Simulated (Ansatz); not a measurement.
Reaction (ligand exchange at a W–C bond): `[CH3][W]([F])(=[S])=[S]` + HCl → `[F][W](=[S])(=[S])[Cl]` + CH₄

Program: Ansatz. Geometries: PBE0-D4/def2-TZVP. ΔE: electronic, gas phase. CCSD(T)/CBS is the MP2 limit (def2-TZVPP, def2-QZVPP) plus CCSD(T) − MP2 in def2-TZVPP, frozen cores. This one scheme is used for every species. DFT in def2-TZVPP. def2 core potentials past Kr. For W outer-core shells are correlated without core-valence functions, which leaves a few kJ/mol of doubt a bond.

```tsv
species	r2SCANh-D4 energy (Eh)
`[CH3][W]([F])(=[S])=[S]`	-1003.38423
HCl	-460.78460
`[F][W](=[S])(=[S])[Cl]`	-1423.72068
CH₄	-40.50000
```

**Question.** Work out ΔE.

**Answer.** ΔE = (-1423.72068) + (-40.50000) − (-1003.38423) − (-460.78460) = -0.05185 Eh = -136.1 kJ/mol. CCSD(T)/CBS gives -127.2 kJ/mol.

Largest T1 diagnostic among the species: 0.022, so the coupled-cluster value is less sure than usual.

From PBE to PBE0 (25 % exact exchange), in def2-TZVPP and without D4, ΔE moves by +3.9 kJ/mol. Leaving LDA and LC-ωPBE aside and taking each functional with its dispersion term where it has one, the values, not all of them listed here, spread over 15.8 kJ/mol, from B97M-V to ωB97M-V. LDA lies +5.0 kJ/mol from PBE without D4.
